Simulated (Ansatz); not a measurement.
Basis-set extrapolation for AlClFH₃OSi (`[F][Al]([Cl])[O][SiH3]`) (PBE0-D4/def2-TZVP geometry, frozen core, the Gaussian-basis code of Ansatz). Multiplicity 1, RHF reference.

```tsv
	def2-TZVPP	def2-QZVPP
HF	-1166.783050	-1166.821796
MP2 correlation	-0.863463	-0.942520
CCSD(T) correlation	-0.930827	not run
```

Energies in hartree. Use E(X) = E(∞) + A·exp(−7.88·√X) for Hartree–Fock and E(X) = E(∞) + B·X^(−2.97) for correlation, with X = 3 and 4, and add CCSD(T) minus MP2 of the smaller set to the MP2 limit.

**Question.** What is the CCSD(T) energy at the basis-set limit?

**Answer.** HF limit: -1166.821796 + (-0.038746) × 0.13774 = -1166.82713. MP2 limit: -0.942520 + (-0.079057) × 0.74074 = -1.00108. Higher-order term: -0.930827 − (-0.863463) = -0.06736. Total: -1167.89557 hartree, 477.0 kJ/mol below CCSD(T)/def2-TZVPP.
